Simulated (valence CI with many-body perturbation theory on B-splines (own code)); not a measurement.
## Ag XXVI: configurations and terms from energies and g

Computed by configuration interaction combined with many-body perturbation theory (CI+MBPT): four valence electrons over a frozen Dirac-Fock core [Ar], a basis of 9 s, 9 p, 10 d, 8 f, 5 g, 3 h, 1 i functions for each j, with the one-electron correlation potential Σ1, the two-electron term Σ2, the three-electron term Σ3, Breit, model QED; selected CI, second order for the rest (own B-spline code, finite nucleus).

No measured levels were compared; by estimate terms of the open shell hold to 2 to 4 % of their energy, and close levels can change places. Core correlation moves these levels by up to 9400 cm⁻¹, and in measured spectra 5 to 20 % of such shifts remained as error; rates that hang on mixing are uncertain with them. Only levels of the ground parity were solved; by the run's estimate the other parity begins above the list, which can be wrong where configurations are misplaced.

| No. | J | Parity | E (cm⁻¹) | g |
| --- | --- | --- | --- | --- |
| 2 | 1 | even | 27939 | 1.496 |
| 3 | 2 | even | 50102 | 1.465 |
| 4 | 3 | even | 66148 | 1.438 |
| 10 | 5 | even | 144010 | 1.071 |
| 11 | 1 | even | 146180 | 1.366 |
| 12 | 6 | even | 155050 | 1.116 |
| 19 | 5 | even | 211850 | 1.155 |
| 20 | 1 | even | 221730 | 0.648 |
| 21 | 6 | even | 222000 | 1.044 |

Energies count from the lowest level. Strongly mixed levels and levels close to another of their J and parity, and those with J = 0 are left out, so the numbers can have gaps.

(1) Give configuration and LS term of each level.

Results:

(1) 2: 3d⁴ ⁵D; 3: 3d⁴ ⁵D; 4: 3d⁴ ⁵D; 10: 3d⁴ ³H; 11: 3d⁴ ³P; 12: 3d⁴ ³H; 19: 3d⁴ ³G; 20: 3d⁴ ³D; 21: 3d⁴ ¹I.
